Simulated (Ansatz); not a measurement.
Energy profile

The step: SiH₃BrO ([OH][SiH2][Br]) + NH₃ → SiNH₅O ([NH2][SiH2][OH]) + HBr (still joined by a long H–N bond); bonds formed: Si1–N7, Br2–H6; bonds broken: Si1–Br2; bonds weakened to dative contacts: H6–N7 (atoms numbered as in the saddle structure below).

Si1  (-0.293, -0.294, -0.581)
Br2  (1.843, -1.168, 0.365)
H3  (-1.683, 0.268, -0.512)
H4  (0.368, 0.343, -1.741)
O5  (-0.829, -1.848, -0.711)
H6  (1.126, 1.311, 0.775)
N7  (0.125, 1.127, 0.770)
H8  (-0.131, -2.506, -0.642)
H9  (-0.117, 0.796, 1.700)
H10  (-0.408, 1.971, 0.578)
(Å)

Electronic energies by CCSD(T) at an estimated basis limit (MP2 extrapolated from triple and quadruple zeta, plus CCSD(T) − MP2 in triple zeta), on PBE0-D4/def2-TZVP structures; SiNH6BrO, singlet; no counterpoise correction. Computed with Ansatz 0.2.0 (basis: def2-TZVPP and def2-QZVPP); correlated methods freeze the cores. Filled d shells of the heavier atoms are correlated. The def2 sets are not built for correlating such inner shells, so the correlated values are less sure here. Extrapolation: Hartree–Fock as exp(−7.88 √X), correlation as X^−2.97.

(1) Give the profile in kcal/mol, counted from the separated reactants. (An estimate is asked for; the value comes from the calculation.)

T1 diagnostic: at most 0.011.

Answers

(1) By the calculation:
```csv
point,kcal/mol
"separated: SiH3BrO (linked as [OH][SiH2][Br]; Si1, Br2, H3, H4, O5, H8; singlet) + NH3 (H6, N7, H9, H10; singlet)",0.00
start structure,-3.85
saddle,4.53
end structure,0.84
"separated: SiNH5O (linked as [NH2][SiH2][OH]; Si1, H3, H4, O5, N7, H8, H9, H10; singlet) + HBr (Br2, H6; singlet)",9.75
```

The step is the kind of exchange with an N–H group that builds nitride films in atomic layer and chemical vapour deposition.

For scale, one of the runs: CCSD(T)/def2-TZVPP, 236 basis functions, launched by `ansatz run in.yaml --threads 8 --pin off --events-out ev --progress --plain --max-ram 19148MiB`. The run took 93 s on 8 CPU threads of an Arm Neoverse V2 (shared host), with 4.4 GiB of host memory at its peak.
